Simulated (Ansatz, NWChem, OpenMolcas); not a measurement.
How basis sets differ on BSiH4O2F (SMILES OB(F)O[SiH3])

BSiH4O2F: 9 atoms, total charge 0, spin state singlet. As SMILES, `OB(F)O[SiH3]`. Geometry: relaxed at PBE0-D4/def2-TZVP. This is one conformer, not always the lowest.

Quantity: the HOMO–LUMO gap, in eV. The values are calculated.

| level | kind | program | value (eV) |
| --- | --- | --- | --- |
| HF/ANO-XS-MB (DKH2) | Hartree–Fock | OpenMolcas | 18.29 |
| HF/STO-3G | Hartree–Fock | NWChem | 20.05 |
| HF/3-21G | Hartree–Fock | Ansatz | 16.81 |
| HF/6-31G* (spherical functions) | Hartree–Fock | Ansatz | 16.43 |
| HF/def2-SVP | Hartree–Fock | Ansatz | 16.83 |

The values span 16.43 to 20.05 eV. A Hartree–Fock LUMO above zero doesn't converge with the basis: it sinks as sets grow more diffuse. Orbital gaps aren't excitation energies.
